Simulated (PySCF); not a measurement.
Input file for PySCF: D3(BJ) and D4 dispersion corrections on aminoborane (SMILES BN), a point of a torsion scan.

```python
from pyscf import gto
from pyscf.dispersion import dftd3, dftd4

mol = gto.M(
    atom='''
    B     0.68045930   -0.03084733   -0.07266755
    N    -0.66181048   -0.14931709   -0.35903250
    H     1.32985836   -1.00214163    0.01226759
    H     1.13544730    1.03797712    0.07825749
    H    -1.12833850   -1.02959296   -0.50233533
    H    -1.28665315    0.63470373   -0.44867500
    ''',
    basis='def2-svp',
    charge=0, spin=0, verbose=0, max_memory=1800)
d3, d4 = {}, {}
for xc in ['hf', 'pbe', 'blyp', 'revpbe', 'tpss', 'r2scan', 'b3lyp', 'pbe0', 'bhlyp', 'camb3lyp', 'b2plyp']:
    d3[xc] = float(dftd3.DFTD3Dispersion(mol, xc=xc, version='d3bj', atm=False).get_dispersion()['energy'])
    print(f'D3(BJ) {xc:10s} {d3[xc]:14.8f} Eh')
for xc in ['hf', 'pbe', 'blyp', 'revpbe', 'tpss', 'r2scan', 'b3lyp', 'pbe0', 'bhlyp', 'camb3lyp', 'b2plyp']:
    d4[xc] = float(dftd4.DFTD4Dispersion(mol, xc={'camb3lyp': 'cam-b3lyp'}.get(xc, xc), atm=True).get_dispersion()['energy'])
    print(f'D4     {xc:10s} {d4[xc]:14.8f} Eh')
```

It printed:

```
D3(BJ) hf            -0.02160635 Eh
D3(BJ) pbe           -0.00214955 Eh
D3(BJ) blyp          -0.00447375 Eh
D3(BJ) revpbe        -0.00591884 Eh
D3(BJ) tpss          -0.00260626 Eh
D3(BJ) r2scan        -0.00053565 Eh
D3(BJ) b3lyp         -0.00360885 Eh
D3(BJ) pbe0          -0.00174426 Eh
D3(BJ) bhlyp         -0.00270262 Eh
D3(BJ) camb3lyp      -0.00143918 Eh
D3(BJ) b2plyp        -0.00156570 Eh
D4     hf            -0.00745968 Eh
D4     pbe           -0.00169212 Eh
D4     blyp          -0.00397970 Eh
D4     revpbe        -0.00675301 Eh
D4     tpss          -0.00230374 Eh
D4     r2scan        -0.00039195 Eh
D4     b3lyp         -0.00272610 Eh
D4     pbe0          -0.00137629 Eh
D4     bhlyp         -0.00179552 Eh
D4     camb3lyp      -0.00134757 Eh
D4     b2plyp        -0.00116152 Eh
```

The run finished.

Cost: about 0.020 core-seconds (a rough figure).
